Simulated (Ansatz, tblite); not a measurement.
Forces on In2O4H2 at its B3LYP-D4/def2-SVP geometry. Total charge 0; singlet.

In the def2 sets In takes a core potential; there is no spin–orbit coupling. The xTB rows come from tblite. The structure holds 2 bonds between oxygen atoms, so isomers without such links may lie far lower. Another isomer (singlet) lies 3.83 eV lower at PBE0-D4/def2-TZVP; other spin states weren't run for this one.

GFN1-xTB (tblite), largest force 0.74 eV/Å:

```xyz
8
positions Å, forces eV/Å
In   -0.176    1.211   -1.582    0.031   -0.197   -0.210
In   -0.360   -0.503    1.901    0.018   -0.292   -0.027
O     0.200   -0.983   -0.474   -0.455   -0.228   -0.133
O    -1.286   -0.985   -0.553    0.405   -0.062   -0.008
O     0.029    1.470    0.725    0.348    0.579    0.302
O     1.487    1.257    0.695   -0.289   -0.156   -0.092
H     1.557    0.375    0.270   -0.130    0.202    0.089
H    -1.451   -1.840   -0.982    0.071    0.155    0.079
```

GFN2-xTB (tblite), largest force 0.87 eV/Å:

```
In 0.143 0.351 -0.517
In 0.082 -0.202 0.602
O -0.785 -0.320 -0.195
O 0.582 -0.274 -0.104
O 0.764 0.265 0.170
O -0.767 -0.320 -0.193
H -0.145 0.365 0.165
H 0.126 0.135 0.073
```

PBE-D4/def2-TZVP (Ansatz), largest force 0.47 eV/Å:

```
In 0.022 -0.029 0.043
In 0.022 0.013 -0.046
O 0.326 -0.161 -0.062
O -0.322 0.308 0.136
O -0.333 0.182 0.072
O 0.286 0.323 0.172
H -0.005 -0.369 -0.185
H 0.004 -0.268 -0.131
```
